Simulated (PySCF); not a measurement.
# Shapes and spin states of V₂F⁺

These are results of PBE0/[F def2-SVP, V def2-SVP], no relativity, density fitting, PySCF, not measurements.

Relaxations began from a few typed shapes and spin states; open shells are unrestricted. The search is not exhaustive: other isomers or separated fragments can lie lower, and high-lying points may rest on an excited occupation.

| spin | group | bonds | angles | imaginary modes (cm⁻¹) | ΔE (kJ/mol) | ΔE with ZPE (kJ/mol) |
| --- | --- | --- | --- | --- | --- | --- |
| nonet | D∞h | F–V 1.940 Å (×2) | V–F–V 180.0° | none | 0.0 | 0.0 |
| septet | C2v | F–V 1.938 Å (×2), V–V 2.700 Å | F–V–V 45.8° (×2), V–F–V 88.3° | none | 52.3 | 53.2 |
| septet | C2v | F–V 1.940 Å (×2), V–V 2.716 Å | F–V–V 45.6° (×2), V–F–V 88.8° | none | 52.8 | 53.8 |
| broken-symmetry Ms = 0 (⟨S²⟩ 3.92) | D∞h | F–V 1.926 Å (×2) | V–F–V 180.0° | none | 278.6 | 278.4 |
| singlet (closed shell, unstable to spin polarisation) | D∞h | F–V 1.910 Å (×2) | V–F–V 180.0° | none | 565.7 | 564.8 |

The lowest minimum found is the nonet D∞h: F–V 1.940 Å (×2); V–F–V 180.0°.

For the lowest minimum: with open d or f shells other occupations or spin states may lie lower.

The electron or spin density has lower symmetry than the nuclear frame for the septet C2v at 52.3 kJ/mol, broken-symmetry Ms = 0 (⟨S²⟩ 3.92) D∞h at 278.6 kJ/mol, singlet (closed shell, unstable to spin polarisation) D∞h at 565.7 kJ/mol.
